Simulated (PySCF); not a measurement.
A geometry optimisation on `[O][Ti]` [triplet].

Method: PBE0-D3(BJ)/def2-SVP geometry optimisation, gas phase (PySCF 2.14.0). Start geometry: GFN2-xTB. The command runs a driver script over a list of jobs; the input below is this job's line of settings and its coordinates in Å.

Command:
```bash
OMP_NUM_THREADS=1 python probes_run.py task.json out
```

Input:
```
{"job": {"xc": "PBE0", "basis": "def2-SVP", "d3": "d3bj", "grid": 1, "shake": 0.03, "kind": "geom"}, "charge": 0, "multiplicity": 3}
O      1.264750    -0.084010     0.008720
Ti    -1.215040    -0.003710    -0.030950
```

Output:
```
step   0  E = -924.03010105  max force = 0.073708
step   1  E = -924.06278249  max force = 0.100344
step   2  E = -924.12896077  max force = 0.143676
step   3  E = -924.21466758  max force = 0.010637
step   4  E = -924.21426096  max force = 0.024898
step   5  E = -924.21473302  max force = 0.006430
step   6  E = -924.21476924  max force = 0.000163
step   7  E = -924.21476930  max force = 0.000008
optimisation converged
```

Energies in Eh; «max force» is the largest Cartesian gradient component in Eh/bohr.

Q: How much energy does the optimisation release, in eV?

A: E(step 0) − E(last step) = 0.184668 Eh, which is 5.025 eV.

In short: final energy -924.21477 Eh after 7 steps; dipole 3.32 D.

Q: Give the final coordinates.

A: 0.446 Å rms from the input after alignment:
```
atom  x, y, z in Å
O1     0.8186   -0.0696    0.0018
Ti2   -0.7688   -0.0182   -0.0240
```

Q: Estimate the wall time. Hardware: one thread of an Intel Xeon 6975P-C, no GPU, shared host with 192 logical CPUs at a one-minute load of 52. And the peak memory of the process?

A: About 14 s, with 0.24 GiB resident at the peak, the Python interpreter and its libraries included.
Labels such as C1 count atoms from 1, the log's own numbers from 0.
